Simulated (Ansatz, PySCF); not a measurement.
Species: BBr2 (charge 0, doublet). It need not be the lowest isomer of its formula. 
Geometry from a B3LYP-D3(BJ)/def2-TZVP (Ansatz, an electronic-structure program) optimisation:
```
B
Br 1 1.8889
Br 1 1.8889 2 126.56
```
Charge 0, spin multiplicity 2.

Property: vertical electron affinity (to the singlet state of charge -1; a negative value means that the extra electron is unbound and the number depends on the basis; each state is the SCF solution reached for its spin; for the singlet the Hartree-Fock reference is unstable and T1 is 0.020), in eV. Correlated levels leave the core frozen unless marked. Open shells are spin-unrestricted. Spin-orbit coupling is left out. The frozen core is the preceding noble-gas configuration, with the filled d and f shells of earlier blocks. No relativistic terms. Anions need diffuse functions: aug- sets have them; def2-D sets add few. CBS marks a two-point X^-3 extrapolation of the correlation energy; Hartree-Fock from the larger set. [CCSD(T)-MP2]/basis is that difference in the basis named.

| level | program | vertical electron affinity (eV) | minus last row |
|---|---|---|---|
| PBE/def2-TZVPD | Ansatz | 0.81 | -0.17 |
| r2SCAN/def2-TZVPD | Ansatz | 0.59 | -0.39 |
| BHLYP/def2-TZVPD | Ansatz | 0.64 | -0.34 |
| M06-2X/def2-TZVPD | PySCF | 0.80 | -0.18 |
| CAM-B3LYP/def2-TZVPD | Ansatz | 0.81 | -0.17 |
| RI-MP2/CBS(aug-cc-pVTZ,aug-cc-pVQZ) | Ansatz | 0.90 | -0.08 |
| CCSD(T)/aug-cc-pVDZ | Ansatz | 0.76 | -0.22 |
| CCSD(T)/aug-cc-pVTZ | Ansatz | 0.87 | -0.11 |
| RI-MP2/CBS(aug-cc-pVTZ,aug-cc-pVQZ)+[CCSD(T)-MP2]/aug-cc-pVDZ | Ansatz | 1.02 | 0.04 |
| RI-MP2/CBS(aug-cc-pVTZ,aug-cc-pVQZ)+[CCSD(T)-MP2]/aug-cc-pVTZ | Ansatz | 0.98 | 0.00 |
